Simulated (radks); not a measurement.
Question: The lithium ion Li2+, 1s1. Method: non-relativistic Kohn-Sham, PBE, spin-polarised, spherical densities, point nucleus; computed with a radial shooting solver on a logarithmic mesh with Libxc functionals. Every spin shell is full or empty, so the densities are truly spherical. Functionals are evaluated on that one density, not self-consistently. Rank these exchange functionals by their error against the exact value of the orbitals, and give that value: LDA, B88, PBEsol, revPBE, PW91, WC, SOGGA, B86b, MVS.

Answer: Exact: -0.931374 hartree. From best to worst, with 100 (|E| - |E exact|)/|E exact| (equal figures are ties): MVS +0.08, revPBE -0.48, B88 -0.74, B86b -1.00, PW91 -1.65, WC -3.92, PBEsol -6.22, SOGGA -6.45, LDA -14.16.
